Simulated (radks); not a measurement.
Results of a calculation; reference values are marked as such.
All-electron atom: the ytterbium ion Yb3+ in [Xe] 4f(up 6.75, down 6.25) (fractional occupations, a model configuration).

Code: a radial shooting solver on a logarithmic mesh with Libxc functionals. Model: scalar-relativistic Kohn-Sham, PBE, spin-polarised, spherical densities, point nucleus.

Energy parts (hartree):
part                       energy
total                 -14058.1396
kinetic                15322.6332
electron-nucleus      -34526.4467
Hartree                 5437.4068
exchange-correlation    -291.7329

Orbitals (lengths in bohr, moments of r in powers of bohr; <r^-3> diverges for s and p1/2; r(max) is where P^2 peaks; r(90%) holds 90 % of the orbital's charge):
orbital  occ.  eigenvalue (hartree)      <r>  <r^-3>   r(max)  r(90%)
1s up       1             -2251.970  0.01966       -  0.01237  0.0357
1s down     1             -2251.970  0.01966       -  0.01237  0.0357
2s up       1             -382.5710  0.08333       -  0.07057   0.129
2s down     1             -382.5707  0.08333       -  0.07057   0.129
2p up       3             -337.2855  0.07415   15980  0.05756   0.121
2p down     3             -337.2854  0.07415   15980  0.05756   0.121
3s up       1             -87.21800   0.2167       -   0.1994   0.318
3s down     1             -87.20931   0.2167       -   0.1994   0.318
3p up       3             -73.56980   0.2162    3484   0.1966   0.323
3p down     3             -73.56110   0.2162    3485   0.1966   0.323
3d up       5             -56.96371   0.1961   457.8   0.1603   0.305
3d down     5             -56.95709   0.1961   457.9   0.1603   0.305
4s up       1             -18.17378   0.4875       -   0.4550   0.700
4s down     1             -18.15626   0.4875       -   0.4550   0.700
4p up       3             -13.69086   0.5177   792.2   0.4761   0.753
4p down     3             -13.67369   0.5177   792.0   0.4761   0.753
4d up       5              -7.79254   0.5586   87.81   0.4906   0.840
4d down     5              -7.77572   0.5587   87.77   0.4906   0.840
4f up    6.75              -1.33022   0.7310   13.03   0.4804    1.25
4f down  6.25              -1.31511   0.7333   12.99   0.4806    1.26
5s up       1              -3.15584    1.185       -    1.062    1.71
5s down     1              -3.14811    1.187       -    1.062    1.71
5p up       3              -2.10118    1.389   104.1    1.211    2.03
5p down     3              -2.09567    1.391   103.7    1.212    2.03

The highest occupied level is 4f down at -35.786 eV. Summed over all electrons, <r^2> = 32.34 bohr^2, which gives a Langevin (diamagnetic) susceptibility term of -25.6 x 10^-6 cm^3/mol. Spin moment in Bohr magnetons: 0.5. The density falls to 0.001 e/bohr^3 at r = 3.08 bohr.
